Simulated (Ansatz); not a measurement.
Species: SnCl, charge 0, doublet. SnCl (SMILES [Cl][Sn], doublet).
B3LYP-D3(BJ)/def2-TZVP minimum from Ansatz (a program for electronic structure):
```xyz
2

Sn     0.0000     0.0000    -0.6074
Cl     0.0000     0.0000     1.7863
```
Charge 0, spin multiplicity 2.

Total energies in def2-TZVPP, 11 correlated electrons, 14 frozen orbitals. UHF or UKS for unpaired electrons; spin-orbit terms are left out. Correlated methods leave the cores frozen (noble-gas shells, and filled d and f shells in the p block). Past Kr the def2 sets carry scalar-relativistic core potentials. Spin-orbit terms, left out, reach several kcal/mol for Br and I, and more for heavier atoms.

```tsv
method	program	energy (Eh)	minus CCSDT(Q) (mEh)
HF	Ansatz	-672.91382	285.83
MP2	Ansatz	-673.16050	39.15
CCSD	Ansatz	-673.18640	13.25
CCSD(T)	Ansatz	-673.19813	1.52
CCSDT(Q)	Ansatz	-673.19965	0.00
```

Rough core times of Ansatz's runs on a shared machine: CCSD(T) 20 s, CCSDT(Q) 6 min.
